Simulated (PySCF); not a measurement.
Several molecules and their computed UV-vis stick spectra, shuffled. Method used: TDDFT B3LYP/def2-SVPD, vertical, gas phase, core orbitals frozen in the response (PySCF 2.14.0, density-fitted response routines). Geometries: PBE0-D3(BJ)/def2-SVP; one conformer of each isolated species. Triplets are in the Tamm–Dancoff approximation.

A. `NC[SiH2]C=O`
B. `C/C=C(/F)COCC`
C. `B[C@H]1CC=CCCC1`
D. `C=CBC1CCCC1`

Lowest singlet levels (six at most, fewer where fewer were computed) with oscillator strengths:

1. 4.54 eV (f 0.013); 5.45 eV (f 0.004); 5.87 eV (f 0.001); 6.23 eV (f 0.011); 6.43 eV (f 0.120); 6.50 eV (f 0.067); T1 4.14 eV
2. 3.14 eV (f 0.001); 4.64 eV (f 0.019); 5.71 eV (f 0.006); 6.12 eV (f 0.017); 6.26 eV (f 0.003); 6.49 eV (f 0.002); T1 2.48 eV
3. 6.29 eV (f 0.007); 6.57 eV (f 0.002); 6.80 eV (f 0.058); 6.87 eV (f 0.193); 6.98 eV (f 0.027); 7.02 eV (f 0.001)
4. 4.95 eV (f 0.007); 5.23 eV (f 0.003); 5.89 eV (f 0.397); 5.96 eV (f 0.048); 6.13 eV (f 0.036); 6.51 eV (f 0.004); T1 3.73 eV

Task: Match each spectrum to its molecule.

Result: 1 = C, 2 = A, 3 = B, 4 = D.
- A: S1 at 3.14 eV, HOMO→LUMO (94%); Löwdin shares by element: HOMO oxygen 44%, carbon 17% or more, silicon 10%, nitrogen 9% (atoms not listed hold the other 20%); LUMO carbon 41% or more, oxygen 34%, silicon 12%, hydrogen 6% or more; HOMO -6.54 and LUMO -1.74 eV.
- B: S1 at 6.29 eV, HOMO→LUMO+1 (75%), HOMO→LUMO (17%); Löwdin shares by element: HOMO carbon 71% or more, fluorine 12% (atoms not listed hold the other 17%); LUMO carbon 69% or more (atoms not listed hold the other 31%); HOMO -6.78 and LUMO 0.14 eV.
- C: S1 at 4.54 eV, HOMO→LUMO (99%); Löwdin shares by element: HOMO carbon 78% or more (atoms not listed hold the other 22%); LUMO boron 53%, hydrogen 20% or more, carbon 12% or more; HOMO -6.75 and LUMO -1.38 eV.
- D: S1 at 4.95 eV, HOMO-1→LUMO (81%), HOMO→LUMO (18%); Löwdin shares by element: HOMO carbon 70% or more, boron 10% (atoms not listed hold the other 20%); LUMO carbon 53% or more, boron 28% (atoms not listed hold the other 19%); HOMO -7.93 and LUMO -1.89 eV.
